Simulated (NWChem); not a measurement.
All runs are NWChem calculations. System: GeI$_{2}$, charge 0, spin multiplicity 1, at a geometry optimised with PBE/def2-SVP with def2 effective core potentials on I. The structure started from a generated list of species. Level: MP2/def2-TZVP with def2 effective core potentials on I, 17 core orbitals frozen.

Input file:

```
start mol
memory heap 200 mb stack 900 mb global 1100 mb
geometry units angstroms nocenter noautoz
  Ge     0.000000     0.000000    -1.229151
  I     -2.032331     0.000000     0.371065
  I      2.032331     0.000000     0.371065
  symmetry group C2v
end
basis spherical
  * library def2-tzvp
end
ecp
  I library def2-ecp
end
scf
  rhf
  nopen 0
  maxiter 100
  thresh 1e-7
  semidirect memsize 60000000 filesize 0
end
mp2
  freeze core 17
end
task mp2 energy
```

NWChem printed:

```
             Northwest Computational Chemistry Package (NWChem) 7.3.0
             --------------------------------------------------------

                                NWChem Input Module
                                -------------------

 Scaling coordinates for geometry "geometry" by  1.889725989
 (inverse scale =  0.529177249)

 Turning off AUTOSYM since
 SYMMETRY directive was detected!

                             Geometry "geometry" -> ""
                             -------------------------

 Output coordinates in angstroms (scale by  1.889725989 to convert to a.u.)

  No.       Tag          Charge          X              Y              Z
 ---- ---------------- ---------- -------------- -------------- --------------
    1 Ge                  32.0000     0.00000000     0.00000000    -1.22915100
    2 I                   53.0000    -2.03233100     0.00000000     0.37106500
    3 I                   53.0000     2.03233100     0.00000000     0.37106500

 Effective nuclear repulsion energy (a.u.)    1059.6231490896

            Nuclear Dipole moment (a.u.)
            ----------------------------
        X                 Y               Z
 ---------------- ---------------- ----------------
     0.0000000000     0.0000000000     0.0001096041

      Symmetry information
      --------------------

 Group name             C2v
 Group number             16
 Group order               4
 No. of unique centers     2

      Symmetry unique atoms

     1    2


 Summary of "ao basis" -> "" (spherical)
 ------------------------------------------------------------------------------
       Tag                 Description            Shells   Functions and Types
 ---------------- ------------------------------  ------  ---------------------
 *                         def2-tzvp                  on all atoms

 Summary of "ao basis" -> "ao basis" (spherical)
 ------------------------------------------------------------------------------
       Tag                 Description            Shells   Functions and Types
 ---------------- ------------------------------  ------  ---------------------
[...]
     1   1 0 0     -0.000000      0.000000      0.000000
     1   0 1 0     -0.000000      0.000000      0.000000
     1   0 0 1     -0.730533      0.000000    -39.267716

     2   2 0 0    -56.511837      0.000000    737.490719
     2   1 1 0      0.000000      0.000000      0.000000
     2   1 0 1      0.000000      0.000000      0.000000
     2   0 2 0    -52.376157      0.000000      0.000000
     2   0 1 1      0.000000      0.000000      0.000000
     2   0 0 2    -52.388079      0.000000    197.231494

                   NWChem MP2 Semi-direct Energy/Gradient Module
                   ---------------------------------------------

  Basis functions       =    148
  Molecular orbitals    =    148
  Frozen core           =     17
  Frozen virtuals       =      0
  Active alpha occupied =     24
  Active beta occupied  =     24
  Active alpha virtual  =    107
  Active beta virtual   =    107
  Use MO symmetry       = T
  Use skeleton AO sym   = T

  AO/Fock/Back tols     =   1.0D-09  1.0D-09  1.0D-09

 GA uses MA = F    GA memory limited = T

 Available:
  local mem=  1.26D+08
 global mem=  1.44D+08
 local disk=  0.00D+00
  mp2_memr nvloc                   107
  nvloc new                   107
   1 passes of  24:        5242880                     173032                  87593969.
   1 passes of  24: M    126134669           G      144135392           F     120891789.

 Semi-direct pass number   1 of   1  for RHF alpha+beta  at        4.3s
  vrange nnbf                 10028
  mp2_eaftype                   334  avail_ma_in_mb                  1099
 EAF : mp2_eaftype filesize         334   43796984.
  mp2_eaf for mointskh                    334
Node 0 wrote    206.0 Mb in      0.1 s     Agg I/O rate:  2995.4 Mb/s
 Done moints_semi at       14.5s
  mp2_eaftype                   334  avail_ma_in_mb                   765
 EAF : mp2_eaftype filesize         334   43796984.
  mp2_eaf for kh                   334
 Done maket at       15.0s
 Done multipass loop at       15.0s

          -------------------------------------------
          SCF energy               -2668.772933313749
          Correlation energy          -1.212321596941
          Singlet pairs               -0.554479400514
          Triplet pairs               -0.657842196427
          Total MP2 energy         -2669.985254910691
          -------------------------------------------

          ---------------------------------------------------
                    Spin Component Scaled (SCS) MP2
          Same spin pairs                     -0.438561464285
          Same spin scaling factor             0.333333333333
          Opposite spin pairs                 -0.773760132656
          Opposite spin scaling fact.          1.200000000000
          SCS-MP2 correlation energy          -1.074699313949
          Total SCS-MP2 energy             -2669.847632627699
          ---------------------------------------------------

 -----------------------
 Performance information
 -----------------------

 Timer overhead =  1.32D-07 seconds/call

               Nr. of calls         CPU time (s)                 Wall time (s)                GFlops
             ---------------    -------------------     ------------------------------   -------------------
Name         Min   Avg   Max    Min     Avg     Max     Min     Avg     Max   Mx/calls   Min     Max     Sum
mp2: moin     1     1     1    10.     10.     10.      10.     10.     10.     10.      0.0     0.0     0.0
mp2: make     1     1     1   0.46    0.46    0.46     0.46    0.46    0.46    0.46      0.0     0.0     0.0
mp2: tota     1     1     1    11.     11.     11.      11.     11.     11.     11.      0.0     0.0     0.0

 The average no. of pstat calls per process was 3.00D+00
 with a timing overhead of 3.97D-07s

 Task  times  cpu:       15.0s     wall:       15.0s

 Total times  cpu:       15.0s     wall:       15.0s
```
